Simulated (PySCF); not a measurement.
Dipole moment and polarisability of `C=CO/C=C/C#N`

Species: C5H5NO.
Numbering: `[CH2:1]=[CH:2][O:3]/[CH:4]=[CH:5]/[C:6]#[N:7]` (hydrogens: H8, H9 on C1; H10 on C2; H11 on C4; H12 on C5)

Geometry (GFN2-xTB, Å), atoms numbered from 1 in this order:
```xyz
12
C5H5NO angstrom
C      1.9967    0.2504   -1.9703
C      0.9624    0.5506   -1.2029
O      0.4628   -0.3417   -0.3040
C     -0.5848    0.0148    0.4488
C     -1.1188   -0.8213    1.3493
C     -2.2147   -0.4520    2.1394
N     -3.1124   -0.1651    2.7947
H      2.4762   -0.7095   -1.9087
H      2.3817    0.9612   -2.6752
H      0.4574    1.5109   -1.2422
H     -0.9863    1.0146    0.2997
H     -0.7189   -1.8136    1.4957
```

Level: PBE0/def2-SVPD (PySCF), static field, nuclei fixed, core orbitals frozen in the response. The polarisability tensor in these axes (au):

```
x    91.15   2.52 -43.31
y     2.52  55.74  -8.21
z   -43.31  -8.21  86.76
```

Question: Give the principal values, the mean and the anisotropy Δα = √{½[(α1 − α2)² + (α2 − α3)² + (α1 − α3)²]}.

Answer: Principal values 43.99, 56.61 and 133.04 au; mean 77.88 au = 11.54 Å³ = 12.84 × 10⁻⁴⁰ C²·m²/J; Δα = 83.46 au (107 % of the mean).

Question: What is the dipole moment, and where does it point?

Answer: (3.45, 0.59, -3.38) D, 4.87 D in size, pointing from the negative to the positive side. Measured along this direction, the outermost atoms are N7 at the negative end and H9 at the positive end.

Question: How large is μ²/3kT at 250 K beside α?

Answer: In Gaussian units μ²/3kT = 228.85 Å³ against 11.54 Å³, a ratio of 19.83; the Debye molar polarisation (4π/3)N_A(α + μ²/3kT) is 606.4 cm³/mol, leaving out the vibrational part.

Question: Find the Langevin capture rate constant for H3+ (3.023 u) meeting this molecule (95.037 u), k = 2.342 × 10⁻⁹ cm³/s × √(α in Å³ / reduced mass in u).

Answer: The reduced mass is 2.93 u, so k = 4.65 × 10⁻⁹ cm³/s. The formula leaves out the permanent dipole, which adds to the capture rate.

Question: Give the principal axes and the span of the nuclei along them.

Answer: Largest value along (0.72, 0.10, -0.69), where the nuclei span 7.82 Å; middle along (-0.31, 0.93, -0.19), 3.26 Å; least along (0.62, 0.35, 0.70), 0.00 Å. The response follows the extents in order.

Isolated species at its GFN2-xTB geometry (one conformer only).

The run behind these numbers computed excited states as well. On one thread of an Arm Neoverse V2, shared host with 32 logical CPUs at a one-minute load of 9.1, this took 18 s wall and 0.74 GiB of memory at its peak.
